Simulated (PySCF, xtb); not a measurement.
Te(SH)(GeH3) (GeH4STe), SMILES S[Te][GeH3]. Other conformers were not sampled.

Harmonic wavenumbers (cm⁻¹) from GFN2-xTB in xtb at its own minimum, in rising order: 53, 75, 160, 248, 359, 433, 448, 737, 770, 842, 869, 1925, 2012, 2043, 2436.

Q: What does PBE-D3(BJ)/def2-SVP run with PySCF give at its own minimum? (Estimate from the structure and the level; the computed values follow.)

A: 78, 99, 223, 255, 334, 470, 487, 728, 763, 831, 846, 2060, 2085, 2092, 2590. Paired by order, the mean absolute difference is 45 cm⁻¹ and the zero-point energies are 19.2 and 19.9 kcal/mol.
